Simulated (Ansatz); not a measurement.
| atom | x (Å) | y (Å) | z (Å) |
| --- | --- | --- | --- |
| C | 0.0056 | -0.0081 | -1.1177 |
| Cl | 0.0021 | -0.0012 | 0.6657 |
| H | 0.0008 | -1.0269 | -1.4763 |
| H | -0.9012 | 0.5092 | -1.4809 |
| H | 0.8932 | 0.5196 | -1.4698 |

Basis set: 6-31G* (spherical functions). Left uncorrelated: 6 orbitals. Charge 0, multiplicity 1.

Computed with Ansatz (development build ahead of 0.2.0); each method stands on the lowest determinant of its kind that the runs found. Restricted open shells among the atoms or ions are ROHF, correlated in semicanonical orbitals with singles.

**Question.** Give the atomization energy at this shape (free ground-state atoms in the same class of orbitals less the molecule, no zero-point energy) of singlet CH₃Cl by RHF-MP2, RHF.

**Answer.**

```csv
method,atomization energy
RHF-MP2,15.62 eV
RHF,12.96 eV
```
